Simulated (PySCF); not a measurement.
trans-(1R,2R)-2-methoxycyclopropan-1-ol (C4H8O2), SMILES CO[C@@H]1C[C@H]1O.

Coordinates come from a B3LYP-D3(BJ)/def2-SVP optimisation. One conformer was computed; it need not be the lowest.

All values below come from PySCF with PBE/def2-TZVP.

The molecule is in vacuum.

Computed frontier levels, gap, dipole moment and polarisability:
```json
{
 "highest_occupied_level": "-5.63 eV",
 "lowest_empty_level": "0.29 eV",
 "orbital_gap": "5.93 eV",
 "dipole_moment": "1.79 D",
 "quadrupole, principal values (traceless, Buckingham form, about the centre of nuclear charge)": "-6.12, -3.00, 9.13 D·Å",
 "mean_static_polarisability": "58.5 bohr³ (8.66 Å³)",
 "polarisability_principal_values": "51.0, 53.5, 70.9 bohr³"
}
```
